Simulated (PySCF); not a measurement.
CH6ClNO2Si (SMILES CN[Si](O)(O)Cl), singlet, geometry from GFN2-xTB, atoms displaced at random by about 0.03 Å a coordinate. Base run: B3LYP/STO-3G, gradient (PySCF).

Here is a job for PySCF.
```python
from pyscf import gto, scf, dft

mol = gto.Mole()
mol.atom = '''
    C     2.29621057    0.04579264   -0.96985013
    N     1.11689159   -0.64233168   -0.94427519
    Si   -0.37899256   -0.01104097   -0.16911081
    O    -0.76424616    1.34073284   -0.74550391
    O    -1.49562958   -1.24716830   -0.54228797
    Cl   -0.26462024    0.25891235    1.83916999
    H     2.93819986   -0.18640908   -0.17298425
    H     2.11250348    1.07313251   -1.06529334
    H     2.85608304   -0.24899272   -1.85212185
    H     1.14216815   -1.67890574   -0.95962898
    H    -0.85135610    1.55689043   -1.73833207
    H    -2.23153853   -1.28155882   -0.09973956
'''
mol.basis = 'sto-3g'
mol.verbose = 4
mol.build()

mf = dft.RKS(mol)
mf.xc = 'b3lyp'
mf.kernel()
g = mf.nuc_grad_method()
grad = g.kernel()
```

The coordinate followed is x of atom 3.

Each row names what was changed in the base input (with any setting that the change needs).

```
change                                                  dE/dx (Eh/bohr)  net force (Eh/bohr)
------------------------------------------------------  ---------------  -------------------
base                                                          -0.030263             0.000072
density fitting = on                                          -0.030262             0.000072
grids.level = 0; grid_response = on                           -0.033996             0.000000
finite difference step (bohr) = 0.2; conv_tol = 1e-11         -0.028887                    -
finite difference step (bohr) = 1e-5; conv_tol = 1e-11        -0.030286                    -
finite difference step (bohr) = 0.01; conv_tol = 1e-11        -0.030283                    -
conv_tol = 1e-11                                              -0.030263             0.000072
finite difference step (bohr) = 1e-4; conv_tol = 1e-11        -0.030286                    -
grids.level = 1; grid_response = on                           -0.029989             0.000000
grid_response = on                                            -0.030286             0.000000
finite difference step (bohr) = 1e-3; conv_tol = 1e-11        -0.030286                    -
conv_tol = 1e-4                                               -0.030200             0.000072
```

The net force is zero for an exact gradient.
